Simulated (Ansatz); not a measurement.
Reaction (substitution at a C–C bond): `O=C([SiH3])C(F)F` + arsine → `O=C([SiH3])[AsH2]` + difluoromethane

Gas-phase electronic energies from Ansatz, PBE0-D4/def2-TZVP geometries. CBS: MP2 limit from def2 TZ/QZ plus the TZ coupled-cluster correction, frozen cores. This one scheme is used for every species. Functionals use def2-TZVPP. For As outer-core shells are correlated without core-valence functions, which leaves a few kJ/mol of doubt a bond. Scalar relativity is left out up to krypton. One conformer a species, not always the lowest.

(1) Is it downhill or uphill in electronic energy at CCSD(T)/CBS, and by how much? (Best estimate.)

(2) What do these levels give: PBE-D4, r2SCAN-D4, PBE0-D4, ωB97X-V, B2PLYP, r2SCAN, PBE0, HF/def2-TZVPP, MP2/def2-TZVPP, SCS-MP2/def2-TZVPP, CCSD/def2-TZVPP, MP2/CBS(def2)? (An estimate is asked.)

Largest T1 diagnostic among the species: 0.015.

Results:

(1) Computed: Downhill: ΔE = -0.7 kcal/mol.

(2) The calculation gave: PBE-D4 -2.6, r2SCAN-D4 -1.4, PBE0-D4 -1.2, ωB97X-V 1.4, B2PLYP -1.3, r2SCAN -1.3, PBE0 -0.9, HF/def2-TZVPP 2.3, MP2/def2-TZVPP -1.9, SCS-MP2/def2-TZVPP -1.2, CCSD/def2-TZVPP 0.4, MP2/CBS(def2) -2.2 kcal/mol.

In def2-TZVPP, CCSD(T) changes the Hartree–Fock value by −2.7 kcal/mol (the triples alone add −0.8 kcal/mol) and MP2 by −4.2 kcal/mol. From PBE to PBE0 (25 % exact exchange), in def2-TZVPP and without D4, ΔE moves by +1.4 kcal/mol.
